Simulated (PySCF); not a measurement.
**CaZn⁺ from Hartree–Fock to correlated methods**

State: ²Σ⁺ (doublet), unpaired electrons σ ↑. Set-up: basis Ca def2-SVP, Zn def2-SVP; no relativity; PySCF 2.14. De refers to Ca⁺ + Zn in their ground configurations, without counterpoise correction. The functionals are run spin-unrestricted. A positive dipole points towards Zn; it is taken about the centre of mass and depends on that origin.

```tsv
Level	Re (Å)	ωe (cm⁻¹)	De (eV)	μ (D)
ROHF	3.496	101	0.349	-5.08
ROHF-MP2	3.330	120	0.53	n/a
ROHF-SCS-MP2	3.356	117	0.496	n/a
PBE	3.201	129	0.75	-5.24
TPSS	3.202	131	0.78	-5.04
r²SCAN	3.196	133	0.73	-5.23
TPSSh	3.221	130	0.74	-5.04
B3LYP	3.257	122	0.60	-5.39
PBE0	3.244	128	0.68	-5.19
HSE06	3.234	128	0.68	-5.28
```

The bond length runs from 3.196 Å (r²SCAN) to 3.496 Å (ROHF). De spans 0.35 eV (ROHF, mean field) to 0.78 eV (TPSS, meta-GGA).

Correlated steps freeze 10 core orbitals. Correlated levels converge slowly with the basis: in double zeta they bind strong bonds too weakly, by up to about 1 eV, and carry superposition errors of some tenths. For an ion De counts to the pair picked by the measured ionisation energies or electron affinities, which need not be the lowest pair at this level. The state is the lowest determinant that a PBE0 search found; another state may lie lower at other levels.

The whole job (state search and all levels along the bond) took about 4.5 min on 1 thread of Arm Neoverse N1 (shared host), peak memory 0.81 GiB.
